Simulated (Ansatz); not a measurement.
Ansatz (a program for electronic structure) job for trifluorosilylmethanol (CH3F3OSi), SMILES OC[Si](F)(F)F, PBE/def2-SVPD. The structure is a stationary point at B3LYP-D3(BJ)/def2-SVP. Other conformers were not sampled.

Ansatz 0.2 input:
```yaml
crystal:
  periodic: [false, false, false]
  atoms:
    - {symbol: O, position_ang: [-2.27161540, 0.34855394, -0.03071804]}
    - {symbol: C, position_ang: [-1.33812068, -0.70693157, 0.14413926]}
    - {symbol: Si, position_ang: [0.40777219, -0.07291777, -0.02345801]}
    - {symbol: F, position_ang: [0.81879130, 0.28443587, -1.53342419]}
    - {symbol: F, position_ang: [1.50242441, -1.10770811, 0.53878986]}
    - {symbol: F, position_ang: [0.52430026, 1.28579876, 0.83670487]}
    - {symbol: H, position_ang: [-2.12025925, 1.00663434, 0.66166751]}
    - {symbol: H, position_ang: [-1.45921745, -1.24018503, 1.10967932]}
    - {symbol: H, position_ang: [-1.53733054, -1.45518145, -0.64066072]}
basis:
  gaussian:
    orbitals: def2-SVPD
hamiltonian:
  xc: {name: PBE}
```

Program output:

```
WARN ansatz: RAYON_NUM_THREADS=1 ignored (pool sized by the plan → 1); use --threads N
Functional definition: PBE
integrals: 0.09 GiB planned
1329 factors; their error is unknown
mean field: 0.62 GiB planned
mean field evaluation 1: about -19130.4983 eV, gradient 7.6e1 eV
mean field evaluation 2: about -19101.1335 eV, gradient 1.5e2 eV
mean field evaluation 4: about -19140.5395 eV, gradient 7.7e0 eV
mean field evaluation 8: about -19140.6466 eV, gradient 1.2e-1 eV
mean field evaluation 16: about -19140.5894 eV, gradient 3.3e-4 eV
mean field -19140.58941629 eV, -703.4036870912 hartree, gradient 2.2e-5 eV, S^2 0.000000; 0 other end points of the search recorded, 0 dependent functions left out
reference -19140.58946620 eV, -703.4036889253 hartree; 29, 29 occupied and 131, 131 virtual orbitals, 1329 factors
Total energy: -19140.58946620 eV, -703.4036889253 hartree
```

The run converged.

Cost: about 4 core-seconds (a rough figure).
